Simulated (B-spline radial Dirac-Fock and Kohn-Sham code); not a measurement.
## Two-hole binding energies of Os¹⁷⁺

System: osmium as Os¹⁷⁺, [Kr] 4d10 4f12 5s1.

The run's input, task.json:

```json
{"items": [{
  "Z": 76,
  "q": 17,
  "cfg": [[1, 0, 2], [2, 0, 2], [2, 1, 6], [3, 0, 2], [3, 1, 6], [3, 2, 10], [4, 0, 2], [4, 1, 6], [4, 2, 10], [4, 3, 12], [5, 0, 1]],
  "A": 192,
  "rrms": 5.4126,
  "do": ["binding", "quiet", "double"]
}]}
```

Launch: `python xray_run.py task.json out`

Model: ΔSCF Dirac-Fock with Breit, self-energy and vacuum polarisation, finite nucleus, configuration average. Program: an atomic code on a B-spline grid. U is the two-hole binding energy less the two single-hole energies, the effective repulsion of the holes after relaxation. Each two-hole energy is an average over J within one jj subconfiguration.

```csv
holes,E(a) (eV),E(b) (eV),E(ab) (eV),U (eV)
1s⁻²,74288.2,74288.2,150048.6,1472.2
1s⁻¹ 3d5/2⁻¹,74288.2,2372.2,76778.9,118.5
2s⁻²,13390.5,13390.5,27030.2,249.2
2p1/2⁻²,12802.9,12802.9,25923.3,317.5
2s⁻¹ 2p3/2⁻¹,13390.5,11288.5,?,?
2p1/2⁻¹ 3s⁻¹,12802.9,3467.5,16381.3,110.9
2s⁻¹ 3d5/2⁻¹,13390.5,2372.2,15878.2,115.5
2p1/2⁻¹ 3p3/2⁻¹,12802.9,2872.7,15787.5,111.8
2p1/2⁻¹ 3d5/2⁻¹,12802.9,2372.2,15293.9,118.8
3p1/2⁻²,3207.4,3207.4,6506.1,91.3
3p3/2⁻²,2872.7,2872.7,5825.7,80.2
3d3/2⁻¹ 3d5/2⁻¹,2443.3,2372.2,4908.8,93.3
4d3/2⁻²,686.7,686.7,1415.5,42.0
4d5/2⁻²,671.5,671.5,1384.7,41.7
```

Question: Give the missing two-hole energy and U.

Answer: E(ab) = 24901.3 eV and U = 222.3 eV.

Values without a named source are computed, but for edge energies of neutral atoms, which are taken from tables.
